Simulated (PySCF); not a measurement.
Si(H)(Me)(OH)(OMe) (C₂H₈O₂Si), SMILES CO[SiH](C)O. Atoms are numbered in the order given.

```xyz
13

Si     0.2564     0.3415    -0.3402
C      1.9791    -0.2712    -0.6838
O      0.3627     1.4696     0.9041
O     -0.6433    -1.0091     0.0972
C     -2.0252    -0.9643     0.3761
H     -0.4247     0.9863    -1.5256
H      1.9658    -1.0718    -1.4494
H      2.6284     0.5520    -1.0420
H      2.4230    -0.6852     0.2438
H     -0.4014     2.0626     0.9982
H     -2.2469    -0.3967     1.3104
H     -2.4001    -1.9997     0.5153
H     -2.6129    -0.5001    -0.4522
```

Coordinates come from a PBE-D3(BJ)/def2-SVP optimisation. Other conformers were not sampled.

These are PBE/def2-TZVP run with PySCF values and carry that method's errors.

ESP charges are fitted to the potential on shells at 1.4 to 2.0 van der Waals radii. Atomic charges (e):

```tsv
atom	Löwdin	ESP fit
Si1	0.02	0.87
C2	-0.44	-0.88
O3	-0.12	-0.64
O4	0.07	-0.31
C5	-0.39	-0.30
H6	-0.05	-0.18
H7	0.14	0.21
H8	0.14	0.23
H9	0.14	0.25
H10	0.18	0.38
H11	0.10	0.11
H12	0.11	0.15
H13	0.10	0.10
```

Computed Mayer and Wiberg (Löwdin basis) orders of the bonds:
```csv
bond,Mayer,Wiberg
Si1–C2,1.03,1.22
Si1–O3,1.22,1.65
Si1–O4,1.17,1.51
O4–C5,1.00,1.55
Si1–H6,0.90,0.89
C2–H7,0.94,0.90
C2–H8,0.94,0.90
C2–H9,0.94,0.89
O3–H10,0.89,1.02
C5–H11,0.96,0.94
C5–H12,0.97,0.94
C5–H13,0.96,0.93
```
